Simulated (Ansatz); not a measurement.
Gas-phase electronic energies from Ansatz, PBE0-D4/def2-TZVP geometries. CCSD(T)/CBS is the MP2 limit (def2-TZVPP, def2-QZVPP) plus CCSD(T) − MP2 in def2-TZVPP, frozen cores. DFT in def2-TZVPP. B3LYP here is the variant with VWN-RPA as its local correlation; programs differ in this. HSE06 is defined as in plane-wave codes. For Ga, Zn outer-core shells are correlated without core-valence functions, which leaves a few kJ/mol of doubt a bond. Scalar relativity is left out up to krypton. Each species was taken in one conformer, which may not be the lowest.

Consider the formal exchange of groups at a Ga–Zn bond: `[F][Zn][GaH2]` + `C=C(O)Cl` → `O/C(Cl)=[CH]/[GaH2]` + `[F][ZnH]`.

`[F][Zn][GaH2]`:

```xyz
5

F     1.293   -1.540    2.470
Zn    0.575   -0.685    1.097
Ga   -0.403    0.480   -0.770
H    -1.840    1.112   -0.669
H     0.376    0.632   -2.128
```

`C=C(O)Cl`:

Z-matrix (Å, degrees):
```
C
C 1 1.327
H 1 1.078 2 120.8
H 1 1.083 2 120.4 3 -180.0
O 2 1.343 1 127.4 3 180.0
Cl 2 1.717 1 122.4 3 -0.0
H 5 0.964 2 108.5 1 -0.0
```

`O/C(Cl)=[CH]/[GaH2]`:

Z-matrix (Å, degrees):
```
C
Cl 1 1.741
C 1 1.333 2 123.8
O 1 1.339 2 112.5 3 180.0
Ga 3 1.931 1 127.4 2 0.0
H 3 1.088 1 112.9 2 180.0
H 4 0.963 1 109.9 2 0.0
H 5 1.568 3 117.2 1 179.9
H 5 1.565 3 121.1 1 -0.0
```

`[F][ZnH]`:

Cartesian coordinates in Å:
```
F 1.413 0.648 0.607
Zn -0.069 -0.031 -0.029
H -1.344 -0.617 -0.577
```

```
             level  ΔE (kJ/mol)  difference from CCSD(T)/CBS
       LDA (SPW92)         25.6                         -7.3
            PBE-D4         34.1                          1.2
         revPBE-D4         30.7                         -2.2
           BLYP-D4         33.6                          0.7
         r2SCAN-D4         29.3                         -3.6
            B97M-V         25.1                         -7.8
           PBE0-D4         36.1                          3.2
          B3LYP-D4         36.3                          3.4
        r2SCANh-D4         30.9                         -2.0
        r2SCAN0-D4         33.4                          0.5
          HSE06-D4         36.1                          3.2
      CAM-B3LYP-D4         33.7                          0.8
           ωB97X-V         31.8                         -1.1
            B2PLYP         35.1                          2.2
          PBE-QIDH         30.7                         -2.2
               PBE         39.2                          6.3
            revPBE         42.9                         10.0
              BLYP         44.4                         11.5
            r2SCAN         30.5                         -2.4
              PBE0         40.5                          7.6
             B3LYP         44.6                         11.7
           r2SCANh         32.3                         -0.6
           r2SCAN0         34.9                          2.0
             HSE06         40.3                          7.4
             BHLYP         45.4                         12.5
         CAM-B3LYP         38.3                          5.4
           LC-ωPBE         32.1                         -0.8
RPA@PBE/def2-TZVPP         21.2                        -11.7
       HF/def2-SVP         49.5                         16.6
     CCSD/def2-SVP         39.5                          6.6
  CCSD(T)/def2-SVP         36.0                          3.1
     HF/def2-TZVPP         47.4                         14.5
    MP2/def2-TZVPP         19.1                        -13.8
SCS-MP2/def2-TZVPP         24.0                         -8.9
   CCSD/def2-TZVPP         30.7                         -2.2
CCSD(T)/def2-TZVPP         26.2                         -6.7
    MP2/def2-QZVPP         23.1                         -9.8
SCS-MP2/def2-QZVPP         27.8                         -5.1
      HF/CBS(def2)         48.3                         15.4
    CCSD/CBS(def2)         37.4                          4.5
       CCSD(T)/CBS         32.9                            0
```

Largest T1 diagnostic among the species: 0.018.

Leaving LDA and LC-ωPBE aside and taking each functional with its dispersion term where it has one, the values, not all of them listed here, spread over 13.6 kJ/mol, from B97M-V to BHLYP-D4. LDA lies −13.6 kJ/mol from PBE without D4. From r2SCAN to r2SCAN0 (25 % exact exchange), in def2-TZVPP and without D4, ΔE moves by +4.4 kJ/mol. The D4 term adds −8.3 kJ/mol with B3LYP and −4.4 kJ/mol with PBE0; it sums over pairs of atoms, weighted by their polarisabilities, and B3LYP, whose exchange is more repulsive, gets the larger term.
